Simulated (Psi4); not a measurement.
A dimer, N2 ··· CH5N (SMILES N#N and CN); the first 2 atoms form monomer A.

```
9

N      0.5455     0.0000     0.0000
N     -0.5455     0.0000     0.0000
C      0.0675     0.2156    -3.4867
N      0.7623    -1.0702    -3.4378
H      0.7817     1.0172    -3.2917
H     -0.7642     0.3249    -2.7770
H     -0.3272     0.3724    -4.4918
H      0.1222    -1.8316    -3.6283
H      1.1495    -1.2342    -2.5164
```

Q: What interaction energy does Psi4 with SAPT0/jun-cc-pVDZ, frozen core give, and which attractive term is the largest?

A: Total -0.27 kJ/mol: electrostatics -1.69, exchange 6.53, induction -0.54, dispersion -4.57. The most attractive term is dispersion.
